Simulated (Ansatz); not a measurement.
Cl$_{2}$FH$_{2}$Si$_{2}$ (`F[Si]([SiH2])(Cl)Cl`) radical, relaxed with UKS PBE0-D4/def2-TZVP in the Gaussian-basis code of Ansatz from a PBE-D4/def2-SVP geometry. The force threshold is 0.005 eV/Å; the program also tests the step.

Charge 0, multiplicity 2.

Start:

```xyz
7

F     1.957   -0.655    0.247
Si    0.509   -0.061    0.716
Si   -1.024    0.194   -1.008
Cl   -0.251   -1.374    2.120
Cl    0.869    1.775    1.594
H    -0.623    1.225   -2.026
H    -1.437   -1.104   -1.644
```

```
step  energy (eV)  largest force (eV/Å)  largest move (Å)
   1  -43538.6768                 0.891             0.000
   2  -43538.7216                 0.621             0.040
   3  -43538.7333                 0.290             0.053
   4  -43538.7357                 0.085             0.013
   5  -43538.7359                 0.007             0.008
   6  -43538.7359                 0.003             0.002
```

End:

```xyz
7

F     1.913   -0.637    0.252
Si    0.505   -0.061    0.712
Si   -1.021    0.194   -1.007
Cl   -0.230   -1.355    2.102
Cl    0.869    1.743    1.585
H    -0.612    1.208   -2.012
H    -1.422   -1.092   -1.633
```

Run time 37 s (4 threads of an Arm Neoverse V1 on a shared host); peak host memory 0.77 GiB.
